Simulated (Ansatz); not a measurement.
Reaction (substitution at a C–O bond): `COC(O)[SiH3]` + `CCBS` → `CCBSC` + `OC(O)[SiH3]`

Isolated molecules relaxed with PBE0-D4/def2-TZVP in Ansatz; ΔE leaves out vibrations. CBS: MP2 limit from def2 TZ/QZ plus the TZ coupled-cluster correction, frozen cores. This one scheme is used for every species. DFT in def2-TZVPP. Each species was taken in one conformer, which may not be the lowest.

```csv
species,ωB97X-V energy (Eh)
`COC(O)[SiH3]`,-520.92179
`CCBS`,-503.45649
`CCBSC`,-542.77121
`OC(O)[SiH3]`,-481.62091
```

Problem. Work out ΔE.

Solution. ΔE = (-542.77121) + (-481.62091) − (-520.92179) − (-503.45649) = -0.01384 Eh = -8.7 kcal/mol. CCSD(T)/CBS gives -9.8 kcal/mol.

Largest T1 diagnostic among the species: 0.012.

In def2-TZVPP, CCSD(T) changes the Hartree–Fock value by −2.4 kcal/mol (the triples alone add −0.4 kcal/mol) and MP2 by −3.7 kcal/mol.
